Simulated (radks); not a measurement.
Problem. All-electron atom: the sulfur ion S+ in [Ne] 3s2 3p3. Calculated with a radial shooting solver on a logarithmic mesh with Libxc functionals: scalar-relativistic Kohn-Sham, LDA (Slater exchange, Perdew-Wang correlation), spin-polarised, spherical densities, finite nucleus; open shells are filled with parallel spins first; Fermi nuclear charge, rms radius 3.2611 fm. Some entries of the table are withheld. Estimate them.

| orbital | occ. | eigenvalue (eV) | <r^2> (bohr^2) | <1/r> (bohr^-1) |
|---|---|---|---|---|
| 1s up | 1 | -2408.965 | 0.01270 | 15.61 |
| 1s down | 1 | -2408.458 | 0.01270 | 15.62 |
| 2s up | 1 | -222.4070 | 0.2757 | 3.054 |
| 2s down | 1 | -221.8392 | 0.2748 | 3.055 |
| 2p up | 3 | -168.2164 | 0.2462 | 2.956 |
| 2p down | 3 | -167.5112 | 0.2452 | 2.957 |
| 3s up | 1 | -28.7002 | 3.065 | 0.8470 |
| 3s down | 1 | -25.6436 | 3.163 | 0.8392 |
| 3p up | 3 | -17.8709 | 4.117 | 0.7245 |
| 3p down | 0 | -15.0552 | 4.474 | 0.7029 |
| 4s up | 0 | -5.4286 | 24.07 | (1) |
| 4s down | 0 | -4.8738 | 27.55 | (2) |
| 3d up | 0 | (3) | 12.06 | 0.4179 |
| 4p up | 0 | -3.3805 | 39.58 | 0.2283 |
| 3d down | 0 | (4) | 21.09 | 0.3280 |
| 4p down | 0 | -3.0651 | 46.34 | 0.2104 |

Solution. 
(1) 4s up <1/r> (bohr^-1): 0.2907
(2) 4s down <1/r> (bohr^-1): 0.2692
(3) 3d up eigenvalue (eV): -4.5964
(4) 3d down eigenvalue (eV): -3.1513
